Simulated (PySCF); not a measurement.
# Working out the ionisation energy of Zn¹⁶⁺

Zn¹⁶⁺ [Ne] 3s2 3p2 (3P) → Zn¹⁷⁺ [Ne] 3s2 3p1 (2P). Computed with PySCF 2.14 in an even-tempered Gaussian basis (19 s from 1.2 bohr⁻², ratio 2.5; 12 p from 1.6 bohr⁻², ratio 2.5; 5 d from 7.8 bohr⁻², ratio 2.7; 4 f from 12 bohr⁻², ratio 2.7), with scalar relativity by spin-free X2C-1e. Frozen: 1s2; the 22 highest virtual orbitals dropped. Energies in hartree (1 hartree = 27.21139 eV):

```csv
part,Zn¹⁶⁺ (lower),Zn¹⁷⁺ (upper)
UHF,-1664.515975,-1643.392731
MP2 opposite-spin,-0.335968,-0.326887
MP2 same-spin,-0.115382,-0.103375
```

**Question.** What does Hartree-Fock give?

**Answer.** (-1643.392731) − (-1664.515975) = 21.123244 hartree = 574.793 eV.

**Question.** What do MP2 and SCS-MP2 (6/5 opposite-spin, 1/3 same-spin) give?

**Answer.** The opposite-spin parts differ by 0.247 eV and the same-spin parts by 0.327 eV. MP2: 574.793 + (0.247) + (0.327) = 575.367 eV. SCS-MP2: 574.793 + 1.2 × (0.247) + (0.327)/3 = 575.198 eV.

A first-order spin-orbit estimate adds -0.105 eV to MP2 (outer shells), giving 575.262 eV against 577.8 ± 1.3 eV (semi-empirical (NIST evaluation); NIST Atomic Spectra Database, ionization energies).

What remains against the reference includes basis incompleteness, the frozen core and correlation beyond second order.
